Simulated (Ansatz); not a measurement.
Breaking the Te1–Te2 bond in Te2 (multiplicity 3 held). Energies count from the point at 2.575 Å.


R- and RO- levels are restricted; in cc, def2 and unpolarised 6-31G sets they are followed outwards from rest. U- levels take the lowest unrestricted solution at each point, which mixes spins at long bonds. Active spaces are followed from rest. Curves can end on different states.

Frozen-core correlation. Filled d and f shells under p-block atoms count as core.

Programs: Ansatz (Gaussian basis) for Hartree–Fock, density functionals and correlated methods. Values without a source in brackets are computed. In def2 rows elements past Kr take small-core potentials, without spin–orbit coupling.

Energies in eV.

| R (Å) | U-MP2/def2-SVP | RO-CCSDT(Q)/def2-SVP | FIC-MRCISD on CASSCF(12,8)/def2-SVP | FIC-MRCISD+Q on CASSCF(12,8)/def2-SVP |
|---|---|---|---|---|
| 2.060 | 4.51 | 4.84 | 4.83 | 4.85 |
| 2.317 | 0.64 | 0.93 | 0.93 | 0.94 |
| 2.575 | 0.00 | 0.00 | 0.00 | 0.00 |
| 2.832 | 0.52 | 0.22 | 0.21 | 0.21 |
| 3.090 | 1.35 | 0.79 | 0.77 | 0.78 |
| 3.476 | 2.21 | 1.64 | 1.58 | 1.60 |
| 3.862 | 2.50 | 2.09 | 2.03 | 2.05 |
| 4.506 | 2.63 | 3.36 | 2.20 | 2.24 |
| 5.149 | 2.66 | 2.23 | 2.22 | 2.25 |
| 5.922 | 2.67 | 2.24 | 2.23 | 2.26 |
| 6.952 | 2.68 | 2.24 | 2.23 | 2.27 |
| 8.239 | 2.68 | 2.25 | 2.24 | 2.27 |
| 10.299 | 2.68 | 2.25 | 2.24 | 2.27 |

Doubts at one or more of the structures used: a spin-contaminated determinant (U-MP2/def2-SVP); T1 above 0.05 (RO-CCSDT(Q)/def2-SVP); a restricted determinant that unrestricted orbitals would lower (RO-CCSDT(Q)/def2-SVP); other coupled-cluster roots lie near (RO-CCSDT(Q)/def2-SVP).

Ansatz is a first-principles code.
